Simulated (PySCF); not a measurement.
**Ions at one geometry of BiCl3(NH3)**

PySCF 2.14.0, RKS PBE0, Bi def2-SVP with ECP60, Cl def2-SVP, N def2-SVP, H def2-SVP; non-relativistic Hamiltonian with scalar-relativistic core potentials where named; density fitting; no spin-orbit coupling; singlets restricted, open shells unrestricted. The geometry is relaxed for charge 0, singlet, vacuum:

```xyz
8

Bi    0.0262   -0.1436   -0.9889
Cl    1.1276    1.8720   -0.0399
Cl   -1.6314   -0.5737    0.8132
Cl    1.7271   -1.7996   -0.1982
N    -1.8364    1.7966   -1.4279
H    -2.4903    1.6098   -0.6659
H    -1.3543    2.6683   -1.2050
H    -2.3775    1.9377   -2.2803
```

Energies count from the relaxed state; an electron taken off or put on is at rest in vacuum. Charges and spins are Mulliken's.

```
                     state  energy (eV)  spin squared  charge on Bi1 (e)  spin on Bi1 (e)  dipole about the centre of mass (D)
 charge 0, singlet, vacuum         0.00          0.00               0.96             0.00                                 7.21
charge +1, doublet, vacuum         9.79          0.76               1.08             0.05                                 6.06
```

Q: What does the state charge -1, doublet, vacuum give?

A: energy (eV) -0.02, spin squared 0.75, charge on Bi1 (e) 0.49, spin on Bi1 (e) 0.77, dipole about the centre of mass (D) 6.98.

With an electron taken off (doublet) the charges change, summed by element, by Bi +0.13 e, Cl +0.70 e, N +0.04 e, H +0.13 e. The vertical ionisation energy is 9.79 eV, against −ε(HOMO) = 7.85 eV of the relaxed state. The level lies 1.9 eV too high, as is usual for semilocal functionals and global hybrids, which keep a self-interaction error.

With an electron put on (doublet) the charges change, summed by element, by Bi -0.47 e, Cl -0.46 e, N +0.04 e, H -0.11 e. The vertical electron affinity is 0.02 eV, against −ε(LUMO) = 1.89 eV of the relaxed state. The basis has no diffuse functions, which an added electron needs. The added electron's level lies above zero.

Open shells may have lower solutions than those found.

No frequency check is given that shows the relaxed geometry to be a minimum, and it was reached by following one of several unstable modes of a saddle point.
